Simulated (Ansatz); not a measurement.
CH5CdN⁺, that is CdMe(NH2) with one electron fewer. Total charge 1; doublet. Geometry PBE-D4/def2-TZVP, that of the neutral singlet; atoms count from 1.

```xyz
8

Cd   -0.081    0.319    0.015
C     0.364   -1.710   -0.336
H     0.796   -2.162    0.566
H     1.083   -1.801   -1.161
H    -0.553   -2.252   -0.604
N    -0.559    2.295    0.173
H     0.241    2.857    0.476
H    -1.291    2.455    0.871
```

In the def2 sets Cd takes a core potential; there is no spin–orbit coupling.

**Question.** Estimate the Mulliken populations from the PBE0/def2-TZVP orbitals of Ansatz.

**Answer.** 
```
atom  charge (e)  spin (α − β)  d electrons
 Cd1        0.80         -0.05         9.94
  C2       -0.59          0.18            –
  H3        0.19          0.00            –
  H4        0.19          0.00            –
  H5        0.19          0.00            –
  N6       -0.39          0.93            –
  H7        0.31         -0.03            –
  H8        0.31         -0.03            –
```
Mulliken values depend strongly on the basis.

**Question.** Where does the spin sit?

**Answer.** Summed by element: Cd -0.05, C 0.18, H -0.05, N 0.93, of 1 unpaired in all. Largest on single atoms: N6 0.93, C2 0.18, Cd1 -0.05.

**Question.** And the Mayer bond orders between heavy atoms (over 0.3)?

**Answer.** Cd1–C2 0.90 (2.11 Å); Cd1–N6 0.55 (2.04 Å).
